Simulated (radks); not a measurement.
Spherical quantum dot in the effective-mass picture: electrons in a parabolic well V = omega^2 r^2 / 2 with omega = 0.679, with a point charge +1 (a donor) at the centre, all in effective atomic units (hartree* = m*/eps^2 hartree, bohr* = eps/m* bohr), one dielectric constant everywhere. Method: non-relativistic Kohn-Sham, r2SCAN, spin-polarised, spherical densities, generalised Kohn-Sham scheme; computed with a radial shooting solver with Libxc functionals. Levels are named by radial order and angular momentum (1s, 1p, 1d, 2s, ...), and open shells are averaged over m. Results are scaled to m* = 0.221 and eps = 17.1, for which hartree* = 20.57 meV and bohr* = 4.095 nm.

N = 14, configuration 1s2 1p6 1d(up 4, down 0) 2s2. This is the lowest configuration that the search found. Occupied and some empty levels:

level,occupation,eigenvalue (meV),<r> (nm)
1s up,1,117.86,6.898
1s down,1,118.36,6.556
1p up,3,127.01,9.921
1p down,3,128.52,9.751
2s up,1,133.69,9.240
2s down,1,135.00,9.496
1d up,4,135.44,11.31
1d down,0,137.40,11.28
1f up,0,144.82,12.38
1f down,0,147.03,12.40
2p up,0,147.58,10.83
2p down,0,148.81,10.83
1g up,0,155.07,13.31
1g down,0,157.52,13.31

Energy (meV): total 1096.84, kinetic 179.84, external 270.23, Hartree 754.54, exchange-correlation -107.76.

Electron density:

r (nm),n(r) (e/nm^3)
0.938,0.009512
1.98,0.005786
3.03,0.003643
4.07,0.002460
5.12,0.001867
6.16,0.001617
7.21,0.001525
8.25,0.001465
9.30,0.001361
10.3,0.001182
11.4,0.0009417
12.4,0.0006808
13.5,0.0004443
14.5,0.0002599
15.6,0.0001366
16.6,0.00006428
17.7,0.00002710
18.7,0.00001026
19.7,3.493e-06
20.8,1.064e-06
